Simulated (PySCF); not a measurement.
# BeF: from constants to spectrum

UHF-CCSD(T) constants of BeF, ²Σ⁺ (doublet), unpaired electrons σ ↑ (PySCF, no relativity, basis sets Be pcseg-2, F pcseg-2; masses 9.0122 and 18.9984 u):

```
ωe              : 1254.6 cm⁻¹
ωexe            : 8.77 cm⁻¹
Be              : 1.4686 cm⁻¹
αe              : 0.0167 cm⁻¹
D (centrifugal) : 8.05e-06 cm⁻¹
De to Be + F    : 5.75 eV
```

Question: Give the vibrational terms G(v) and spacings up to v = 6.

Answer: G(v) = ωe(v+½) − ωexe(v+½)².

```csv
v,G(v) (cm⁻¹),G(v) − G(v−1),Bv (cm⁻¹)
0,625.1,,1.460
1,1862.2,1237.1,1.444
2,3081.7,1219.5,1.427
3,4283.7,1202.0,1.410
4,5468.1,1184.4,1.393
5,6635.0,1166.9,1.377
6,7784.4,1149.4,1.360
```

Question: How well does the Morse estimate ωe²/(4ωexe) reproduce De, and what is D0?

Answer: It gives 5.56 eV, 97 % of the computed De. D0 = De − G(0) = 5.75 − 0.08 = 5.67 eV.

Correlated steps freeze 1 core orbital. The state was picked by a PBE0 search and need not be the measured ground state.
